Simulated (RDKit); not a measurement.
Job for RDKit: UFF on GeH4 (SMILES [GeH4]).

```python
from rdkit import Chem
from rdkit.Chem import AllChem, rdDetermineBonds

blocks = [
'''5

Ge   -0.10153450    0.06868751    3.60219950
H     0.50993495    1.37855715    3.08510093
H    -0.19727010    0.11971945    5.13477870
H     0.78696216   -1.11182431    3.18528012
H    -1.50605679   -0.11149435    3.00902848
''',
]
mol = None
for b in blocks:
    f = Chem.MolFromXYZBlock(b)
    rdDetermineBonds.DetermineBonds(f, charge=0)
    mol = f if mol is None else Chem.CombineMols(mol, f)
Chem.SanitizeMol(mol)
print(Chem.MolToSmiles(Chem.RemoveHs(mol)))
ff = AllChem.UFFGetMoleculeForceField(mol, vdwThresh=100.0, ignoreInterfragInteractions=False)
e = ff.CalcEnergy()
print(f'UFF energy {e:.6f} kcal/mol')
```

Program output:

```
[GeH4]
UFF energy 0.151072 kcal/mol
```

The run finished.

Cost: roughly 0.04 core-seconds.
